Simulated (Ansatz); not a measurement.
CH4BFS. Charge 0, multiplicity 1. The bonds changed during the relaxation, so this is another structure than the one it started from. The geometry is a stationary point of PBE0-D4/def2-TZVP. It is one conformer, not always the lowest.

```xyz
8

B    -0.747   -0.279   -0.541
C     0.514   -0.509    0.321
F     1.593   -1.167   -0.156
S     0.551    1.300   -0.235
H    -1.787   -0.070    0.006
H    -0.676   -0.545   -1.703
H     0.512   -0.536    1.409
H     0.041    1.806    0.899
```

(1) What is the dipole moment at PBE/def2-TZVPP? (Estimate.)

(2) And with r2SCAN, B3LYP, ωB97M-V? (Best estimate.)

(3) Give the Mulliken charges with PBE, B3LYP, r2SCAN in def2-TZVPP. (An estimate is asked.)

Results:

(1) The calculation gave: 2.47 D, with components (0.11, 1.53, 1.94) D in this frame, pointing from negative to positive charge.

(2) The calculation gave: r2SCAN 2.49 D, B3LYP 2.50 D, ωB97M-V 2.52 D.

(3) Ansatz gave: 
| atom | PBE | B3LYP | r2SCAN |
| --- | --- | --- | --- |
| B1 | -0.25 | -0.23 | -0.19 |
| C2 | 0.14 | 0.16 | 0.20 |
| F3 | -0.15 | -0.20 | -0.19 |
| S4 | -0.03 | -0.04 | -0.02 |
| H5 | 0.02 | 0.03 | 0.01 |
| H6 | 0.03 | 0.04 | 0.01 |
| H7 | 0.11 | 0.12 | 0.09 |
| H8 | 0.13 | 0.12 | 0.11 |

B3LYP here is the variant with VWN-RPA as its local correlation; programs differ in this.
